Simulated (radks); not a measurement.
Values are calculated unless marked as measured or tabulated.
The germanium anion Ge- inside a hard spherical wall (all orbitals vanish at R), configuration held at [Ar] 3d10 4s2 4p3 and not refilled when levels cross. Level of theory: non-relativistic Kohn-Sham, LDA (Slater exchange, VWN5 correlation), spin-polarised, spherical densities, point nucleus; open shells are filled with parallel spins first (a radial shooting solver on a logarithmic mesh with Libxc functionals). Eigenvalues in eV for spin up, with the zero of energy where the potential of the charges vanishes at infinity; a dash marks a level that is unbound or too diffuse for the functional's potential to be trusted. A positive occupied level is held by the wall or, in an anion where self-interaction has pushed it up, behind a barrier. The pressure on the wall is -dE/dV.

| R (bohr) | E (hartree) | kinetic (hartree) | e(3p) | e(3d) | e(4s) | e(4p) | e(5s, empty) | e(5p, empty) | pressure (GPa) |
|---|---|---|---|---|---|---|---|---|---|
| 12 | -2073.88406 | 2071.866 | -107.22 | -23.529 | -5.699 | 1.230 | 3.196 | 4.428 | 0.0164 |
| 10 | -2073.88016 | 2071.883 | -106.90 | -23.203 | -5.428 | 1.479 | 4.122 | 5.965 | 0.0802 |
| 6 | -2073.79177 | 2072.233 | -103.85 | -20.183 | -3.153 | 3.964 | 12.329 | 17.246 | 5.20 |
| 5 | -2073.65234 | 2072.743 | -101.17 | -17.553 | -1.164 | 6.409 | 20.224 | 26.809 | 21.3 |
| 4 | -2073.21924 | 2074.184 | -95.922 | -12.427 | 3.281 | 12.007 | 38.020 | 47.109 | 111 |
| 2.5 | -2068.97796 | 2086.684 | -73.319 | 9.635 | 32.753 | 47.346 | 143.41 | 158.95 | 2970 |
| 2 | -2061.95787 | 2106.686 | -51.713 | 31.723 | 73.764 | 93.206 | 266.61 | 283.76 | 13700 |
| 1.5 | -2037.56222 | 2173.565 | -1.079 | 86.633 | 200.80 | 225.94 | 586.10 | 596.85 | 95900 |
